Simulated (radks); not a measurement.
Task: Valence configurations of As+ (all share [Ar]). Method: scalar-relativistic Kohn-Sham, PBE, spin-polarised, spherical densities, finite nucleus; open shells are filled with parallel spins first; Fermi nuclear charge, rms radius 4.0968 fm; computed with a radial shooting solver on a logarithmic mesh with Libxc functionals. Order these by energy: 3d8 4s2 4p4; 3d9 4s2 4p3; 3d9.5 4s1.5 4p3; 3d10 4s1.5 4p2.5; 3d9.5 4s2 4p2.5; 3d10 4p4; 3d10 4s2 4p2; 3d10 4s1 4p3.

Result: From the lowest, in eV above it: 3d10 4s2 4p2 0.000; 3d10 4s1.5 4p2.5 3.845; 3d10 4s1 4p3 7.281; 3d9.5 4s2 4p2.5 19.010; 3d10 4p4 20.412; 3d9.5 4s1.5 4p3 22.825; 3d9 4s2 4p3 40.039; 3d8 4s2 4p4 91.274. NIST lists [Ar] 3d10 4s2 4p2 as the ground configuration; this level of theory agrees among the configurations tried. The energies are those of spherical high-spin densities, not of single terms.
